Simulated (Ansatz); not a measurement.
Ansatz (a quantum-chemistry and plane-wave program) input (r2SCANh/def2-TZVPD):

Ansatz 0.2 input:
```yaml
crystal:
  periodic: [false, false, false]
  atoms:
    - {symbol: Se, position_ang: [-0.00000000, -0.00000000, -0.04223725]}
    - {symbol: H, position_ang: [0.00000000, 0.00000000, 1.43606650]}
basis:
  gaussian:
    orbitals: def2-TZVPD
hamiltonian:
  xc: {name: r2SCANh}
total_charge: -1
output: {forces: true}
```

Output:

```
Functional definition: r2SCANh
integrals: 0.01 GiB planned
480 factors; their error is unknown
mean field: 0.16 GiB planned
mean field evaluation 1: about -65365.9180 eV, gradient 2.4e1 eV
mean field evaluation 2: about -65365.5191 eV, gradient 2.9e1 eV
mean field evaluation 4: about -65366.5987 eV, gradient 4.3e-1 eV
mean field evaluation 8: about -65366.7087 eV, gradient 8.7e-3 eV
mean field -65366.70871774 eV, -2402.1822382304 hartree, gradient 3.8e-5 eV, S^2 0.000000; 0 other end points of the search recorded, 0 dependent functions left out
the calculation of the forces begins
reference -65366.70872941 eV, -2402.1822386595 hartree; 18, 18 occupied and 48, 48 virtual orbitals, 480 factors
Total energy: -65366.70872941 eV, -2402.1822386595 hartree
Atom 0 at    -0.000000    -0.000000    -0.042237 Å, force    -0.000000     0.000000     0.192957 eV/Å
Atom 1 at     0.000000     0.000000     1.436066 Å, force    -0.000000    -0.000000    -0.192957 eV/Å
Dipole moment:    -0.000000     0.000000     0.028155 e Å
```
